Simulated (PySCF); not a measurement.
FH2InSe2, SMILES [F][In]([SeH])[SeH].

Geometry: PBE-D3(BJ)/def2-SVP. The structure was generated by enumeration; whether it is a known compound was not checked. The def2 effective core potentials stand for the cores of In; spin–orbit coupling is left out. Other conformers were not sampled.

Calculation: TDA-M06-2X/def2-SVPD (PySCF).

Vertical excitations. The molecule is in vacuum. State labels are in the subgroup Cs.

Computed lowest excited states:
| state | symmetry | energy (eV) | λ (nm) | f | main pairs |
|---|---|---|---|---|---|
| S1 | A" | 3.98 | 311 | 0.000 | HOMO→LUMO 95 % |
| S2 | A" | 4.42 | 280 | 0.034 | HOMO−1→LUMO 94 % |
| S3 | A' | 5.07 | 245 | 0.002 | HOMO→LUMO+1 70 %, HOMO−2→LUMO 28 % |
| S4 | A" | 5.50 | 225 | 0.000 | HOMO→LUMO+2 66 %, HOMO−1→LUMO+3 14 % |
| S5 | A" | 5.66 | 219 | 0.027 | HOMO−1→LUMO+2 45 %, HOMO→LUMO+3 33 % |
| S6 | A' | 5.67 | 219 | 0.003 | HOMO−1→LUMO+1 83 %, HOMO−3→LUMO 13 % |
| S7 | A" | 6.02 | 206 | 0.000 | HOMO−2→LUMO+1 95 % |
| S8 | A' | 6.40 | 194 | 1.237 | HOMO−2→LUMO 59 %, HOMO→LUMO+1 21 % |
| S9 | A" | 6.50 | 191 | 0.008 | HOMO→LUMO+3 29 %, HOMO→LUMO+4 21 %, HOMO−1→LUMO+3 16 %, HOMO−1→LUMO+2 15 % |
| S10 | A" | 6.86 | 181 | 0.005 | HOMO−1→LUMO+3 27 %, HOMO→LUMO+4 21 %, HOMO−1→LUMO+4 19 %, HOMO−1→LUMO+9 7 % |
| T1 | A" | 3.70 | 335 | 0 | HOMO→LUMO 94 % |
| T2 | A" | 4.06 | 305 | 0 | HOMO−1→LUMO 93 % |
| T3 | A' | 4.45 | 278 | 0 | HOMO−2→LUMO 79 %, HOMO→LUMO+1 16 % |
| T4 | A' | 4.84 | 256 | 0 | HOMO→LUMO+1 82 %, HOMO−2→LUMO 16 % |
Triplets are in the Tamm–Dancoff approximation.
